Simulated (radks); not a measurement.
All-electron atom: Re+ in [Kr] 4d10 4f14 5s2 5p5.75 5d5 6s1 7s0.25 (fractional occupations, a model configuration).

Calculated with a radial shooting solver on a logarithmic mesh with Libxc functionals: Dirac Kohn-Sham, HCTH/407, spin-unpolarised, spherical densities, finite nucleus; open shells are shared between the two j in proportion to 2j + 1; Fermi nuclear charge, rms radius 5.3698 fm.

Energy parts (eV):
| part | energy |
|---|---|
| total | -455079.78 |
| kinetic | 514268.12 |
| electron-nucleus | -1137394.37 |
| Hartree | 177371.22 |
| exchange-correlation | -9324.75 |

Orbitals (lengths in bohr, moments of r in powers of bohr; <r^-3> diverges for s and p1/2):
orbital,occ.,eigenvalue (eV),<r^2>,<1/r>,<r^-3>
1s1/2,2,-71525.62,0.0004484,88.67,-
2s1/2,2,-12412.61,0.006821,21.63,-
2p1/2,2,-11884.41,0.004858,21.60,-
2p3/2,4,-10444.95,0.006055,18.04,17110
3s1/2,2,-2883.534,0.04447,7.943,-
3p1/2,2,-2646.565,0.04072,7.862,-
3p3/2,4,-2333.692,0.04727,6.939,3895
3d3/2,4,-1934.055,0.03653,6.837,675.9
3d5/2,6,-1865.993,0.03832,6.620,572.0
4s1/2,2,-610.7365,0.2191,3.345,-
4p1/2,2,-511.5934,0.2252,3.236,-
4p3/2,4,-438.4564,0.2600,2.914,911.1
4d3/2,4,-275.1767,0.2812,2.704,139.3
4d5/2,6,-261.6266,0.2941,2.627,115.4
4f5/2,6,-55.5143,0.4066,2.190,21.81
4f7/2,8,-52.9703,0.4194,2.159,20.77
5s1/2,2,-95.7786,1.200,1.311,-
5p1/2,1.91667,-65.6096,1.448,1.183,-
5p3/2,3.83333,-54.4509,1.717,1.069,136.4
5d3/2,2,-15.5243,3.640,0.7464,10.66
5d5/2,3,-14.5223,3.918,0.7193,8.531
6s1/2,1,-13.7763,9.098,0.4508,-
7s1/2,0.25,-4.5026,50.83,0.1900,-

The highest occupied level is 7s1/2 at -4.503 eV. Summed over all electrons, <r^2> = 63.99 bohr^2, which gives a Langevin (diamagnetic) susceptibility term of -50.7 x 10^-6 cm^3/mol. The electron density at the nucleus is 1.545e+06 e/bohr^3.
